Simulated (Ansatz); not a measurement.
H$_{2}$O$_{3}$SW (`[O]=[W]([OH])([OH])=[S]`). The species carries charge 0 and has multiplicity 1. Correlated methods include outer-core shells of W, which these sets cover unevenly. W: def2 effective core potential.

```xyz
7

O     1.689    0.229    0.919
W     0.129   -0.029    0.302
O    -0.519    1.563   -0.446
O     0.239   -1.369   -1.004
S    -1.174   -0.645    1.879
H     0.014    2.352   -0.576
H    -0.379   -2.101   -1.075
```

(1) Give the diagnostics of a CCSD(T)/def2-TZVPP run (frozen core, the Gaussian-basis code of Ansatz). (Best estimate.)

## Answers

(1) The calculation gave: T1 = 0.0227, largest single amplitude 0.055, largest double 0.065, (T) share of the correlation energy 5.5 %, 14 CCSD cycles. The RHF solution is stable towards an unrestricted one. T1 lies over the customary mark of 0.02 for closed shells; compounds of d metals often pass it without a breakdown.
